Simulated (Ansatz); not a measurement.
Calculated with Ansatz (gas phase, PBE0-D4/def2-TZVP geometries, no zero-point term in ΔE). CBS: MP2 limit from def2 TZ/QZ plus the TZ coupled-cluster correction, frozen cores. One conformer a species, not always the lowest.

`O=C[SiH2][SiH2][AlH2]` + `C[SiH](O)F` → `C[SiH](F)[O][AlH2]` + `O=C[SiH2][SiH3]`  (cleavage of the Al–Si bond)

| species | CCSD/CBS(def2) energy (Eh) |
| --- | --- |
| `O=C[SiH2][SiH2][AlH2]` | -937.52068 |
| `C[SiH](O)F` | -505.21707 |
| `C[SiH](F)[O][AlH2]` | -747.87750 |
| `O=C[SiH2][SiH3]` | -694.91965 |

(1) Work out ΔE.

Largest T1 diagnostic among the species: 0.016.

Results:

(1) ΔE = (-747.87750) + (-694.91965) − (-937.52068) − (-505.21707) = -0.05940 Eh = -1.62 eV. CCSD(T)/CBS gives -1.58 eV.

From PBE to PBE0 (25 % exact exchange), in def2-TZVPP and without D4, ΔE moves by −0.08 eV. In def2-TZVPP, CCSD(T) changes the Hartree–Fock value by +0.24 eV (the triples alone add +0.04 eV) and MP2 by +0.17 eV.
